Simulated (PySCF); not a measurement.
A structure optimised at PBE-D3(BJ)/def2-SVP, used in a PySCF frequency run:

```xyz
11

C      1.8640    -1.5461     0.0000
C      0.6354    -1.0809     0.0000
C     -0.6096    -0.6113     0.0000
F     -1.6509    -1.4927     0.0000
C     -1.0515     0.7785     0.0000
C     -0.2810     1.8855     0.0000
F      1.0570     1.8378     0.0000
H      2.4105    -1.7496    -0.9402
H      2.4105    -1.7496     0.9402
H     -2.1417     0.9259     0.0000
H     -0.6780     2.9134     0.0000
```
Charge 0, spin multiplicity 1.

Q: Write its SMILES, formula and point group.

A: C=C=C(F)/C=C\F, C5H4F2, Cs

Q: What are its rotational constants (standard atomic weights)?

A: 3.3087, 2.2448, 1.3502 GHz
